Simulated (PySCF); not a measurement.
Vertical excitations of a molecule C2H7FO3Si from PySCF 2.14.0 with TDA-LC-ωPBE/def2-SVPD, as energy in eV (oscillator strength): 8.57 (0.005), 8.84 (0.011), 9.08 (0.037), 9.45 (0.021), 9.47 (0.022), 9.88 (0.056). Lowest triplet (TDA): 8.25 eV. Geometry: B3LYP-D3(BJ)/def2-SVP. The values are those of a single conformer.

### Question
Identify the compound among the candidates.
A. CO[Si](O)(F)OC
B. OC[Si](O)(F)CO
C. CCO[Si](O)(O)F

### Answer
C, CCO[Si](O)(O)F
